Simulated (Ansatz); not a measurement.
[AuF4]- (AuF4⁻). Total charge -1; triplet. Geometry PBE0-D4/def2-SVPD; atoms count from 1.

```xyz
5

Au    0.0000    0.0000    0.0000
F    -0.7931    1.8107   -0.3929
F     1.7862    0.8608    0.3613
F     0.7931   -1.8107    0.3929
F    -1.7862   -0.8608   -0.3613
```

In the def2 sets Au takes a core potential; there is no spin–orbit coupling. At PBE0-D4/def2-TZVPD a singlet of charge -1 lies 2.58 eV below the triplet, each at its own geometry.

Problem. Estimate the Mulliken populations from the PBE0/def2-TZVPD orbitals of Ansatz.

Solution. 
```
atom  charge (e)  spin (α − β)  d electrons
 Au1        1.20          1.02         8.77
  F2       -0.55          0.24            –
  F3       -0.55          0.24            –
  F4       -0.55          0.24            –
  F5       -0.55          0.24            –
```
Mulliken values depend strongly on the basis. With diffuse functions, as here, like atoms can get unlike values, and bond orders can come out too low or too high.

Problem. Where does the spin sit?

Solution. Summed by element: Au 1.02, F 0.98, of 2 unpaired in all. Largest on single atoms: Au1 1.02, F2 0.24, F3 0.24.

Problem. And the Mayer bond orders between heavy atoms (over 0.3)?

Solution. Au1–F2 0.54 (2.02 Å); Au1–F3 0.54 (2.02 Å); Au1–F4 0.54 (2.02 Å); Au1–F5 0.54 (2.02 Å).
